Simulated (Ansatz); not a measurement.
Program: Ansatz. Geometries: PBE0-D4/def2-TZVP. ΔE: electronic, gas phase. CBS: MP2 limit from def2 TZ/QZ plus the TZ coupled-cluster correction, frozen cores. This one scheme is used for every species. For Ge outer-core shells are correlated without core-valence functions, which leaves a few kJ/mol of doubt a bond. Scalar relativity is left out up to krypton. Each species was taken in one conformer, which may not be the lowest.

Reaction (ligand exchange at a B–C bond): `NB(Cl)CO` + `[OH][GeH3]` → `NB(Cl)[O][GeH3]` + CH₃OH

`NB(Cl)CO`:

Cartesian coordinates in Å:
```
N -1.089 -0.463 0.950
B -0.634 0.467 0.033
Cl -1.561 1.952 -0.263
C 0.699 0.221 -0.770
O 1.412 -0.941 -0.346
H -1.942 -0.373 1.472
H -0.589 -1.329 1.071
H 1.340 1.112 -0.759
H 0.450 0.064 -1.826
H 1.915 -0.710 0.438
```

`[OH][GeH3]`:

Cartesian coordinates in Å:
```
O 0.623 -0.009 1.223
Ge -0.249 0.167 -0.322
H 1.090 -0.844 1.290
H -0.914 1.542 -0.227
H -1.294 -0.957 -0.467
H 0.746 0.102 -1.497
```

`NB(Cl)[O][GeH3]`:

Cartesian coordinates in Å:
```
N 1.616 0.106 -0.399
B 0.680 -0.937 -0.442
Cl 1.231 -2.505 -1.096
O -0.606 -0.860 -0.032
Ge -1.543 0.536 0.558
H 1.424 1.014 -0.016
H 2.562 -0.022 -0.711
H -2.560 -0.045 1.543
H -2.216 1.189 -0.656
H -0.587 1.525 1.252
```

CH₃OH:

Cartesian coordinates in Å:
```
C 0.043 -0.347 0.067
O 0.159 1.041 0.284
H 0.545 -0.843 0.899
H 0.528 -0.667 -0.863
H -1.001 -0.682 0.052
H -0.275 1.499 -0.438
```

```json
{"species": "`NB(Cl)CO`", "HF/def2-QZVPP energy (Eh)": "-654.48432"}
{"species": "`[OH][GeH3]`", "HF/def2-QZVPP energy (Eh)": "-2152.65251"}
{"species": "`NB(Cl)[O][GeH3]`", "HF/def2-QZVPP energy (Eh)": "-2692.08478"}
{"species": "CH₃OH", "HF/def2-QZVPP energy (Eh)": "-115.10098"}
```

(1) Work out ΔE.

Largest T1 diagnostic among the species: 0.012.

## Answers

(1) ΔE = (-2692.08478) + (-115.10098) − (-654.48432) − (-2152.65251) = -0.04893 Eh = -30.7 kcal/mol. CCSD(T)/CBS gives -26.1 kcal/mol.

From PBE to PBE0 (25 % exact exchange), in def2-TZVPP and without D4, ΔE moves by −1.2 kcal/mol. In def2-TZVPP, CCSD(T) changes the Hartree–Fock value by +4.0 kcal/mol (the triples alone add +0.4 kcal/mol) and MP2 by +3.9 kcal/mol.
